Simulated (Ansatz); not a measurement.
Two structures of GeSiH7, doublet, reached by relaxing down either side of one saddle point (PBE0-D4/def2-TZVP). Energies are electronic, without zero-point energy. Ansatz 0.2.0; basis: def2-TZVPP and def2-QZVPP; cores frozen in the correlated methods; orbitals are unrestricted. Filled d shells of the heavier atoms are correlated. The def2 sets are not built for correlating such inner shells, so the correlated values are less sure here. Extrapolation: Hartree–Fock as exp(−7.88 √X), correlation as X^−2.97. First:

H1  (0.074, 0.126, 0.805)
Si2  (0.220, 0.365, 2.265)
Ge3  (-0.243, -0.402, -2.484)
H4  (-0.126, 1.776, 2.574)
H5  (1.623, 0.099, 2.672)
H6  (-0.691, -0.542, 3.009)
H7  (0.989, -1.198, -2.951)
H8  (-0.307, 0.974, -3.172)
H9  (-1.539, -1.198, -2.717)
(Å)

Second:

H1  (-0.069, -0.115, -0.708)
Si2  (0.236, 0.392, 2.441)
Ge3  (-0.215, -0.357, -2.219)
H4  (-0.143, 1.804, 2.706)
H5  (1.656, 0.140, 2.800)
H6  (-0.672, -0.550, 3.148)
H7  (0.981, -1.174, -2.725)
H8  (-0.261, 0.990, -2.952)
H9  (-1.513, -1.131, -2.491)
(Å)

Question: Which bonds change from the first to the second?

Answer: GeH₃ + SiH₄ → GeH₄ + SiH₃; bonds formed: H1–Ge3; bonds broken: H1–Si2.

Question: Give the saddle point's structure and its height above each. (To be estimated.)

Answer: By the calculation: 0.526 eV above the first and 0.272 eV above the second (CCSD(T) at an estimated basis limit (MP2 extrapolated from triple and quadruple zeta, plus CCSD(T) − MP2 in triple zeta)).
H1  (-0.010, -0.015, -0.079)
Si2  (0.174, 0.289, 1.797)
Ge3  (-0.171, -0.283, -1.753)
H4  (-0.189, 1.702, 2.081)
H5  (1.588, 0.029, 2.177)
H6  (-0.738, -0.637, 2.520)
H7  (1.041, -1.090, -2.252)
H8  (-0.228, 1.074, -2.476)
H9  (-1.466, -1.069, -2.016)
(Å)

The T1 diagnostic stays at or below 0.014. ⟨S²⟩ of the unrestricted Hartree–Fock references: 0.75 to 0.77 (a pure state has 0.75). The start structure is not quite a true minimum (one mode of 58i cm⁻¹). The end structure is not quite a true minimum (one mode of 57i cm⁻¹).

Radical steps of this kind take place in plasma deposition and etching.

For scale, one of the runs: CCSD(T)/def2-TZVPP, 188 basis functions, launched by `ansatz run in.yaml --threads 4 --pin off --events-out ev --progress --plain --max-ram 9574MiB`. Hardware: 4 CPU threads of an Arm Neoverse V2, shared host. Wall time 110 s; peak host memory 4.7 GiB.
